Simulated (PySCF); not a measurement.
## Correlation energy of Ar (argon, neutral)

[Ar], closed-shell 1S. Calculation: PySCF 2.14, in cc-pV(D+d)Z; no relativity, point nucleus. Frozen: [Ne]; 8 electrons correlated.

MP2 pair energies summed by pair of shells (mhartree):

| pair | energy | share (%) |
| --- | --- | --- |
| 3p-3p | -116.02 | 80.2 |
| 3s-3p | -22.04 | 15.2 |
| 3s-3s | -6.65 | 4.6 |

Total MP2 correlation energy: -144.70 mhartree.

Same-spin part -39.87 and opposite-spin part -104.84 mhartree; SCS-MP2 scales them by 1/3 and 6/5 to -139.09 mhartree.

| level | correlation energy (mhartree) |
| --- | --- |
| CCSD | -158.08 |
| (T) | -1.59 |
| CCSD(T) | -159.67 |

Diagnostics: T1 = 0.0014, D1 = 0.0020, largest double amplitude 0.046.

Cost of the coupled-cluster step: 0.03 s of wall time on 1 thread of Intel(R) Xeon(R) 6975P-C (shared host), for 8 correlated electrons.
